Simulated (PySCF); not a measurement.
**How methods differ on the ionisation energy of V⁺**

V⁺ [Ar] 3d4 (5D) → V²⁺ [Ar] 3d3 (4F), as a difference of total energies. All numbers are calculated (PySCF 2.14, the spin-free X2C one-electron Hamiltonian (Gaussian nucleus), in x2c-TZVPall (6s5p4d1f, 48 functions)). Correlated levels: valence: [Ar] frozen. The calculations carry no spin-orbit coupling.

| method | ionisation energy (eV) |
| --- | --- |
| UHF | 13.207 |
| TPSS | 14.939 |
| PBE0 | 14.982 |
| MP2 (valence) | 13.854 |
| SCS-MP2 (valence) | 13.423 |

Problem. How much does correlation contribute at MP2 (valence)?

Solution. 13.854 − (13.207) = 0.647 eV, measured against UHF.

The reference lies between the lowest fine-structure levels, while these numbers refer to the centres of the terms.

Errors of the correlated levels include the incompleteness of this basis and the frozen core.

For comparison: 14.634 ± 0.007 eV (measured; NIST Atomic Spectra Database, ionization energies).
